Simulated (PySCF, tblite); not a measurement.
C4H7F3SSi.
Structure used (GFN2-xTB), in Å, numbered top down from 1:
```
atom  x, y, z in Å
C1     2.6837   -0.3509   -0.7807
S2     1.6266    1.1234   -0.6917
C3     0.0481    0.5204   -0.2240
C4    -0.2138   -0.7737   -0.0335
C5    -1.5496   -1.2653    0.4227
F6    -1.6128   -2.6152    0.3291
F7    -1.7554   -0.9757    1.7448
Si8   -1.2022    1.9279    0.0232
F9    -2.5285    1.5018   -0.7916
H10    2.3101   -1.0288   -1.5421
H11    3.6678    0.0126   -1.0593
H12    2.7276   -0.8321    0.1917
H13    0.5202   -1.5572   -0.1478
H14   -2.4034   -0.8488   -0.1306
H15   -0.7232    3.1303   -0.6315
H16   -1.6029    2.0402    1.4138
```

Jobs on this species (16 atoms, 88 electrons) with PySCF (density fitting) and tblite. Hardware of each: an Intel Xeon at 2.50 GHz with one thread, shared host. The host was shared with other jobs, so the times are rough.

Task: Rank these jobs by wall time, shortest first.
A. PBE0/pcSseg-1; shieldings, charges and field gradients; 202 basis functions
B. GFN2-xTB; Hessian by finite differences
C. GFN2-xTB; L-BFGS relaxation

Result: B (2.3 s), C (4.9 s), A (1.7 min).

All jobs:

```
level and settings                                     work  basis functions  SCF cycles  wall time
          GFN2-xTB            Hessian by finite differences                –           –      2.3 s
          GFN2-xTB                        L-BFGS relaxation                –           –      4.9 s
     PBE0/pcSseg-1  shieldings, charges and field gradients              202          14    1.7 min
```

Task: What do all jobs in the table cost together?

Result: About 1.8 min; the longest takes about 93 % of that, and about 44 times as long as the shortest.
